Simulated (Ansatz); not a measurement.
CH5FN2Si can be A, `NC1(F)N[SiH2]1`, or B, `N=C[SiH](N)F`.

Program: Ansatz. Geometries: PBE0-D4/def2-TZVP. ΔE: electronic, gas phase. CBS: MP2 limit from def2 TZ/QZ plus the TZ coupled-cluster correction, frozen cores. Functionals use def2-TZVPP. Each species was taken in one conformer, which may not be the lowest.

A:

Z-matrix (Å, degrees):
```
C
F 1 1.394
N 1 1.433 2 111.6
N 1 1.409 2 112.0 3 -133.8
Si 1 1.847 2 121.9 3 69.5
H 3 1.009 1 119.5 2 -115.5
H 4 1.016 1 110.6 2 58.9
H 4 1.011 1 111.1 2 -61.1
H 5 1.478 1 124.5 2 -3.9
H 5 1.481 1 118.9 2 154.3
```

B:

```xyz
10

N    -1.969    1.185    0.262
C    -0.912    0.676    0.752
Si    0.109   -0.673   -0.071
N     1.702   -0.132   -0.264
F    -0.683   -0.959   -1.439
H    -2.196    0.751   -0.636
H    -0.587    1.078    1.720
H     0.150   -1.956    0.665
H     1.920    0.800   -0.575
H     2.467   -0.769   -0.415
```

(1) Which is lower in electronic energy at CCSD(T)/CBS, and by how much? (An estimate is asked.)

(2) Give E(B) − E(A) in kJ/mol with HF/def2-TZVPP, LDA (SPW92), r2SCAN-D4, MP2/def2-TZVPP, CCSD(T)/def2-TZVPP, B2PLYP, BLYP-D4. (Best estimate.)

(3) Does the order hold for the free energy at 298.15 K (harmonic terms from PBE0-D4)? (Best estimate.)

Largest T1 diagnostic: 0.013.

Answers

(1) Ansatz gave: B, by 320.9 kJ/mol.

(2) Ansatz gave: HF/def2-TZVPP -346.8, LDA (SPW92) -246.2, r2SCAN-D4 -296.1, MP2/def2-TZVPP -318.7, CCSD(T)/def2-TZVPP -319.3, B2PLYP -318.8, BLYP-D4 -309.3. None reverses the order clearly.

(3) The calculation gave: Yes: G(B) − G(A) = -320.4 kJ/mol, for one conformer each.

At CCSD(T), def2-SVP lies +33.6 kJ/mol from the extrapolated value and def2-TZVPP +1.6 kJ/mol. Leaving LDA and LC-ωPBE aside and taking each functional with its dispersion term where it has one, the values, not all of them listed here, spread over 44.8 kJ/mol, from BHLYP-D4 to PBE-D4. LDA lies +31.6 kJ/mol from PBE without D4.
